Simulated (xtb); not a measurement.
C4H7O (SMILES C[CH]C(C)=O), doublet, geometry from GFN2-xTB; xtb with GFN1-xTB.

Input for xtb:
```
$ xtb mol.xyz --gfn 1 --uhf 1 --json

# file mol.xyz
12

C     -1.98606156     0.38777513    -0.02319402
C     -0.63409118     0.43769205     0.54985105
C      0.48260492    -0.15837745    -0.10825148
C      1.81371040    -0.02607270     0.60358398
O      0.37954257    -0.74434792    -1.18547737
H     -1.96593829    -0.14902495    -0.96898695
H     -2.37617628     1.39690193    -0.18006052
H     -2.67898810    -0.10345583     0.66504900
H     -0.48396581     0.93925237     1.49408330
H      1.75744172    -0.48877297     1.58687357
H      2.59133250    -0.51130391     0.02076336
H      2.06297815     1.02508457     0.73416001
```

It wrote (shortened):

```
   ID    Z sym.   atoms
    1    6 C      1-4
    2    8 O      5
    3    1 H      6-12

           -------------------------------------------------
          |                Calculation Setup                |
           -------------------------------------------------

           -------------------------------------------------
          |                 G F N 1 - x T B                 |
           -------------------------------------------------

          ...................................................
          :                      SETUP                      :
          :.................................................:
          :  # basis functions                  34          :
          :  # atomic orbitals                  34          :
          :  # shells                           24          :
          :  # electrons                        29          :
          :  # halogen bonds                     0          :
          :  max. iterations                   250          :
          :  Hamiltonian                  GFN1-xTB          :
          :  restarted?                      false          :
          :  GBSA solvation                  false          :
          :  PC potential                    false          :
          :  electronic temp.          300.0000000     K    :
          :  accuracy                    1.0000000          :
          :  -> integral cutoff          0.2500000E+02      :
          :  -> integral neglect         0.1000000E-07      :
          :  -> SCF convergence          0.1000000E-05 Eh   :
          :  -> wf. convergence          0.2000000E-04 e    :
          :  Broyden damping             0.4000000          :
          :  net charge                          0          :
          :  unpaired electrons                  1          :
          ...................................................

 iter      E             dE          RMSdq      gap      omega  full diag
   1    -16.9860646 -0.169861E+02  0.807E+00    4.93       0.0  T
   2    -17.0645446 -0.784800E-01  0.489E+00    4.52       1.0  T
   3    -17.0614846  0.305998E-02  0.166E+00    4.73       1.0  T
   4    -17.0702436 -0.875903E-02  0.161E-01    4.63       1.0  T
   5    -17.0703627 -0.119042E-03  0.350E-02    4.62       1.0  T
   6    -17.0703757 -0.130676E-04  0.512E-03    4.63       5.6  T
   7    -17.0703760 -0.240205E-06  0.986E-04    4.63      29.3  T
   8    -17.0703760 -0.974904E-08  0.529E-04    4.63      54.6  T
   9    -17.0703760 -0.210859E-08  0.612E-05    4.63     472.0  T
  10    -17.0703760  0.202505E-10  0.686E-05    4.63     421.1  T

   *** convergence criteria satisfied after 10 iterations ***

         :::::::::::::::::::::::::::::::::::::::::::::::::::::
         ::                     SUMMARY                     ::
         :::::::::::::::::::::::::::::::::::::::::::::::::::::
         :: total energy             -16.865075910779 Eh    ::
         :: gradient norm              0.014748446754 Eh/a0 ::
         :: HOMO-LUMO gap              4.625944519847 eV    ::
         ::.................................................::
         :: SCC energy               -17.070375986760 Eh    ::
         :: -> electrostatic           0.054444893336 Eh    ::
         :: repulsion energy           0.208801431453 Eh    ::
         :: dispersion energy         -0.003501355472 Eh    ::
         :: halogen bond corr.         0.000000000000 Eh    ::
         :: add. restraining           0.000000000000 Eh    ::
         :: total charge              -0.000000000000 e     ::
         :::::::::::::::::::::::::::::::::::::::::::::::::::::

           -------------------------------------------------
          |                Property Printout                |
           -------------------------------------------------

    * Orbital Energies and Occupations

         #    Occupation            Energy/Eh            Energy/eV
      -------------------------------------------------------------
[...]
         9        2.0000           -0.5465840             -14.8733
        10        2.0000           -0.5342181             -14.5368
        11        2.0000           -0.5199135             -14.1476
        12        2.0000           -0.5142283             -13.9929
        13        2.0000           -0.5072110             -13.8019
        14        2.0000           -0.4366817             -11.8827
        15        1.0000           -0.3997913             -10.8789 (HOMO)
        16                         -0.2297910              -6.2529 (LUMO)
        17                         -0.1488401              -4.0501
        18                         -0.1379938              -3.7550
        19                         -0.1128931              -3.0720
        20                         -0.0840097              -2.2860
        21                         -0.0768518              -2.0912
        22                         -0.0653232              -1.7775
        23                         -0.0592492              -1.6123
        24                          0.0809746               2.2034
        25                          0.1799569               4.8969
        26                          0.2138472               5.8191
       ...                                ...                  ...
        34                          0.6578506              17.9010
      -------------------------------------------------------------
                  HL-Gap            0.1700003 Eh            4.6259 eV
             Fermi-level           -0.3665138 Eh           -9.9733 eV

  Mulliken/CM5 charges         n(s)   n(p)   n(d)
     1C    -0.06764 -0.21296   1.003  3.064  0.000
     2C    -0.02102 -0.08082   1.111  2.910  0.000
     3C     0.36401  0.38327   1.034  2.602  0.000
     4C    -0.12982 -0.27319   1.020  3.110  0.000
     5O    -0.51671 -0.56669   1.739  4.778  0.000
     6H     0.06680  0.12433   0.933  0.000  0.000
     7H     0.05796  0.10957   0.942  0.000  0.000
     8H     0.05796  0.10957   0.942  0.000  0.000
     9H     0.03632  0.09322   0.964  0.000  0.000
    10H     0.04532  0.09841   0.955  0.000  0.000
    11H     0.06151  0.11687   0.938  0.000  0.000
    12H     0.04532  0.09841   0.955  0.000  0.000

Wiberg/Mayer (AO) data.
largest (>0.10) Wiberg bond orders for each atom

 ---------------------------------------------------------------------------
     #   Z sym  total        # sym  WBO       # sym  WBO       # sym  WBO
 ---------------------------------------------------------------------------
     1   6 C    3.994 --     2 C    1.108     6 H    0.977     7 H    0.941
                             8 H    0.941
     2   6 C    3.573 --     3 C    1.234     1 C    1.108     9 H    0.979
                             5 O    0.150
     3   6 C    3.906 --     5 O    1.648     2 C    1.234     4 C    0.988
     4   6 C    3.995 --     3 C    0.988    11 H    0.983    12 H    0.970
                            10 H    0.970
     5   8 O    1.940 --     3 C    1.648     2 C    0.150
     6   1 H    1.008 --     1 C    0.977
     7   1 H    1.003 --     1 C    0.941
     8   1 H    1.003 --     1 C    0.941
     9   1 H    1.002 --     2 C    0.979
    10   1 H    1.003 --     4 C    0.970
    11   1 H    1.004 --     4 C    0.983
    12   1 H    1.003 --     4 C    0.970
 ---------------------------------------------------------------------------

Topologies differ in total number of bonds
Writing topology from bond orders to xtbtopo.mol

 dipole moment from electron density (au)
     X       Y       Z
  -0.4300   0.9157   1.4716  total (Debye):    4.539

           -------------------------------------------------
          | TOTAL ENERGY              -16.865075910779 Eh   |
          | GRADIENT NORM               0.014748446754 Eh/α |
          | HOMO-LUMO GAP               4.625944519847 eV   |
           -------------------------------------------------

normal termination of xtb
```
